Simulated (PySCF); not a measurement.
## Tl²⁺ (thallium, charge +2) across methods

[Xe] 4f14 5d9 6s2, 2D determinant (an excited configuration). All numbers are calculated (PySCF 2.14, scalar relativity by spin-free X2C-1e, in x2c-QZVPPall (16s10p9d6f1g, 142 functions)).

| method | E (hartree) | mean ε 5d β (eV) | mean ε 6s α (eV) | mean ε 6s β (eV) | Σ⟨r²⟩ (bohr²) | ⟨S²⟩ |
| --- | --- | --- | --- | --- | --- | --- |
| LDA | -20236.26 | -35.946 | -27.307 | -26.993 | 46.32 | 0.750 |
| UHF | -20242.57380 | -43.347 | -29.639 | -29.098 | 46.61 | 0.752 |
| PBE | -20248.52 | -35.717 | -26.908 | -26.556 | 46.36 | 0.750 |
| r2SCAN | -20248.49 | -36.319 | -27.128 | -26.757 | 46.22 | 0.751 |

(1) Estimate the same row for PBE0.

Spin-orbit coupling, absent here, splits the open shell strongly.

Answers

(1) E (hartree) = -20248.24; mean ε 5d β (eV) = -37.924; mean ε 6s α (eV) = -27.840; mean ε 6s β (eV) = -27.452; Σ⟨r²⟩ (bohr²) = 46.31; ⟨S²⟩ = 0.751.
